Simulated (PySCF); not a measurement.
C₂H₅BO₃, SMILES OB1COCO1. Geometry: PBE-D3(BJ)/def2-SVP. The structure was generated by enumeration, and PubChem lists no compound with its InChIKey, so it may never have been made. Other conformers were not sampled.

Level of theory: PySCF with PBE-D3(BJ)/def2-SVP.

Harmonic wavenumbers (cm⁻¹): 162, 211, 346, 420, 557, 582, 705, 787, 863, 926, 939, 1005, 1088, 1121, 1161, 1192, 1215, 1286, 1385, 1406, 1464, 1494, 2868, 2899, 3010, 3041, 3725. Rotational constants (GHz): 7.546, 3.271, 2.379; symmetry number 1.

Question: Work out the zero-point energy and the ideal-gas rigid-rotor harmonic-oscillator thermochemistry at 298.15 K and 1 atm.

Answer: ZPE = ½ Σ hcν = ½ × 35859 cm⁻¹ = 214.48 kJ/mol. H − E(el) = 231.50 kJ/mol. Entropy in J/(mol K): translation 164.57, rotation 109.23, vibration 37.68, total 311.48. G − E(el) = 138.63 kJ/mol. Cp = 91.71 J/(mol K).
